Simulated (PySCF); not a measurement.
Computed shifts of a molecule C2H4ClNSi, PBE/pcSseg-1 (PySCF), GIAO, gas phase, atoms alike by connectivity averaged where their shifts nearly agree, in ppm (number of nuclei): ¹⁵N: 309.3 (1). ¹³C: 118.0 (1), 9.3 (1). ²⁹Si: -4.6 (1). ¹H: 5.66 (1), 5.51 (1), 2.26 (1), 1.94 (1). References: ¹⁵N against NH3 (σ = 267.0 ppm); ¹³C against TMS (σ = 182.0 ppm); ²⁹Si against TMS (σ = 335.4 ppm); ³⁵Cl against HCl (σ = 936.5 ppm); ¹H against TMS (σ = 31.49 ppm), references at their B3LYP-D3(BJ)/def2-TZVP geometries, non-relativistic (without spin–orbit terms, shifts of atoms bonded to Cl or Br come out too high). Coordinates come from a r2SCAN-D4/def2-SVP optimisation. One conformer was computed; it need not be the lowest.

Question: Which molecule gave these data?
A. C#C[Si@@H](N)Cl
B. N#CC[SiH2]Cl
C. Cl[Si@H]1C=NC1

Answer: B, N#CC[SiH2]Cl
